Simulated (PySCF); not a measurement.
Vertical excitation energies

C3H2O4.
SMILES: `O=C1OC=C(O)O1`

Method: TDDFT B3LYP/def2-SVPD, vertical, gas phase, core orbitals frozen in the response in PySCF 2.14.0, density-fitted response routines. The structure is a single GFN2-xTB conformer in the gas phase; no vibrational or solvent corrections. Torsions of this conformer, `[O:1]=[c:2]1[o:3][cH:4][c:5]([OH:6])[o:7]1`: H–O6–C5–C4 0°.

```csv
state,E (eV),λ (nm),ν̃ (cm⁻¹),f,symmetry,"main configurations (H = HOMO, L = LUMO)"
S1,5.04,245.8,40680,0.0020,–,H→L (99%)
S2,6.13,202.2,49450,0.010,A″,H→L+3 (99%)
S3,6.33,196.0,51030,0.105,A′,H→L+2 (96%)
S4,6.58,188.3,53110,0.143,A′,H→L+1 (92%)
S5,6.76,183.5,54510,0.0010,–,H→L+4 (99%)
S6,7.11,174.4,57330,0.0000,–,H-1→L+2 (94%)
S7,7.54,164.3,60850,0.035,A′,H-1→L (97%)
S8,7.88,157.3,63560,0.012,A″,"H→L+7 (51%), H→L+6 (35%)"
```

Triplets, Tamm–Dancoff:

```csv
state,E (eV),λ (nm),"main configurations (H = HOMO, L = LUMO)"
T1,4.35,285.0,H→L+1 (94%)
T2,4.93,251.7,H→L (98%)
T3,5.29,234.3,H→L+2 (94%)
```

The lowest singlet comes at 246 nm (487 kJ/mol) in the ultraviolet; it is very weak; its leading configuration is HOMO→LUMO (99%). The most intense listed level is S4 at 6.58 eV (188 nm, f = 0.143), 1.54 eV above S1. Löwdin shares by element: HOMO carbon 50% or more, oxygen 27% or more (atoms not listed hold the other 24%); LUMO oxygen 36% or more, hydrogen 27% or more, carbon 21% or more (atoms not listed hold the other 16%). Of the 8 states listed, 5 reach f = 0.01 and 1 stays under 0.0005. Orbital energies (eV): HOMO-3 -11.20, HOMO-2 -10.10, HOMO-1 -8.89, HOMO -6.82, LUMO -0.76, LUMO+1 0.03, LUMO+2 0.25. The oscillator strengths of these states sum to 0.309; summed over the whole spectrum of an exact calculation they would give the number of electrons, 52 (Thomas–Reiche–Kuhn). No computed singlet lies in the visible range (380 to 750 nm); the lowest, at 246 nm, stands 1.78 eV above its violet end (3.26 eV). Symmetry labels in Cs follow from the direction of the transition dipole and are given only for states with f of 0.002 or more. The window holds the lowest 8 singlets.
